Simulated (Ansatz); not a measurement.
Reactions of C$_{3}$H$_{5}$NSe (`CC1N=C[Se]1`).

Isolated molecules relaxed with PBE0-D4/def2-TZVP in Ansatz; ΔE leaves out vibrations. CBS: MP2 limit from def2 TZ/QZ plus the TZ coupled-cluster correction, frozen cores. This one scheme is used for every species, atoms too. For atomizations the MP2-based limit and the directly extrapolated one differ by several kJ/mol either way, and by 10 to 25 for some Ge, Se and Sn compounds, so smaller differences from it don't rank the levels. No spin–orbit coupling; open shells (•) take unrestricted orbitals. Spin–orbit coupling would lower the free atoms: a little for C; clearly for Se. For Se outer-core shells are correlated without core-valence functions, so the limit isn't a true one: a few kJ/mol of doubt a bond, and 10 to 20 or more in all where bonds break to atoms. Scalar relativity is left out up to krypton. Each species was taken in one conformer, which may not be the lowest.

```json
{"reaction": "`CC1N=C[Se]1` → `C1=NC[Se]1` + `[CH2]` (triplet)", "CCSD/CBS(def2) (kJ/mol)": "443"}
{"reaction": "`CC1N=C[Se]1` → `C[Se]CC#N`", "CCSD/CBS(def2) (kJ/mol)": "-72"}
{"reaction": "`CC1N=C[Se]1` + `CC(O)(F)F` → `COC(C)(F)F` + `C1=NC[Se]1`", "CCSD/CBS(def2) (kJ/mol)": "78"}
{"reaction": "`CC1N=C[Se]1` + H–F → `FC1N=C[Se]1` + CH₄", "CCSD/CBS(def2) (kJ/mol)": "52"}
{"reaction": "`CC1N=C[Se]1` → 3 C• + 5 H• + N• + Se•", "CCSD/CBS(def2) (kJ/mol)": "3812"}
{"reaction": "`CC1N=C[Se]1` → `C=C[Se]C=N`", "CCSD/CBS(def2) (kJ/mol)": "26"}
{"reaction": "`CC1N=C[Se]1` + H₂ → `C1=NC[Se]1` + CH₄", "CCSD/CBS(def2) (kJ/mol)": "-52"}
{"reaction": "`CC1N=C[Se]1` + `N=C[SeH]` → `C[Se]C=N` + `C1=NC[Se]1`", "CCSD/CBS(def2) (kJ/mol)": "18"}
```

Task: Give the CCSD(T)/CBS values in the same order. (An estimate is asked.)

Result: Computed: 456, -65, 79, 53, 3899, 29, -48, 18 kJ/mol.

Largest T1 diagnostic: 0.013, for `FC1N=C[Se]1`.
